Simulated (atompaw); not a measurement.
u(r) = r·R(r): atom against pseudo-atom (S)

Columns: radius, all-electron u(r) and pseudo u(r) of the 3s shell (level -52.24 eV) of sulfur in the configuration [Ne] 3s2 3p1; PBE, scalar-relativistic, PAW (atompaw) scheme, atompaw 4.2.0.5.

```json
{"r (bohr)": "0.062", "all-electron": "0.2351", "pseudo": "0.0424"}
{"r (bohr)": "0.123", "all-electron": "0.0246", "pseudo": "0.0846"}
{"r (bohr)": "0.185", "all-electron": "-0.2262", "pseudo": "0.1285"}
{"r (bohr)": "0.246", "all-electron": "-0.3907", "pseudo": "0.1730"}
{"r (bohr)": "0.308", "all-electron": "-0.4564", "pseudo": "0.2199"}
{"r (bohr)": "0.369", "all-electron": "-0.4369", "pseudo": "0.2679"}
{"r (bohr)": "0.431", "all-electron": "-0.3559", "pseudo": "0.3185"}
{"r (bohr)": "0.492", "all-electron": "-0.2381", "pseudo": "0.3699"}
{"r (bohr)": "0.554", "all-electron": "-0.0978", "pseudo": "0.4236"}
{"r (bohr)": "0.615", "all-electron": "0.0472", "pseudo": "0.4774"}
{"r (bohr)": "0.677", "all-electron": "0.1922", "pseudo": "0.5324"}
{"r (bohr)": "0.738", "all-electron": "0.3262", "pseudo": "0.5861"}
{"r (bohr)": "0.800", "all-electron": "0.4497", "pseudo": "0.6393"}
{"r (bohr)": "0.862", "all-electron": "0.5581", "pseudo": "0.6904"}
{"r (bohr)": "0.923", "all-electron": "0.6494", "pseudo": "0.7374"}
{"r (bohr)": "0.985", "all-electron": "0.7266", "pseudo": "0.7811"}
{"r (bohr)": "1.046", "all-electron": "0.7878", "pseudo": "0.8189"}
{"r (bohr)": "1.108", "all-electron": "0.8359", "pseudo": "0.8514"}
{"r (bohr)": "1.169", "all-electron": "0.8702", "pseudo": "0.8766"}
{"r (bohr)": "1.231", "all-electron": "0.8931", "pseudo": "0.8949"}
{"r (bohr)": "1.292", "all-electron": "0.9049", "pseudo": "0.9051"}
{"r (bohr)": "1.354", "all-electron": "0.9073", "pseudo": "0.9073"}
{"r (bohr)": "1.415", "all-electron": "0.9015", "pseudo": "0.9015"}
{"r (bohr)": "1.477", "all-electron": "0.8886", "pseudo": "0.8886"}
{"r (bohr)": "1.538", "all-electron": "0.8699", "pseudo": "0.8699"}
{"r (bohr)": "1.600", "all-electron": "0.8461", "pseudo": "0.8461"}
```

Question: How many radial nodes do the two functions have?

Answer: The all-electron 3s function has n − l − 1 = 2; the pseudo-wave has 0, since the states of the same l below it are removed with the core.

Question: At about which radius was the pseudo-wave matched?

Answer: 1.35 bohr, where the columns begin to agree (steps of 0.06 bohr).

Question: Is the pseudo-wave norm-conserving?

Answer: No, it belongs to a PAW set: the norm inside the radius is not constrained, and the difference is carried by the augmentation charge.
